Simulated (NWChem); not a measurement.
C₄H₃I; SMILES C#C/C=C\I

All runs: NWChem. The geometry was optimised at PBE0/def2-SVP. Not confirmed as a minimum by frequencies. def2 effective core potentials on I; no spin-orbit coupling. Ions are spin-unrestricted doublets at the neutral geometry; other ion states weren't tried.

For level CAM-B3LYP/def2-SVP:

- vertical ionisation energy, ΔSCF (eV): 8.87
- −ε(HOMO) (eV): 7.98

Question: How do the values read with level PBE/def2-SVP instead?

Answer: 
| Quantity | Result |
|---|---|
| vertical ionisation energy, ΔSCF (eV) | 8.55 |
| −ε(HOMO) (eV) | 5.77 |
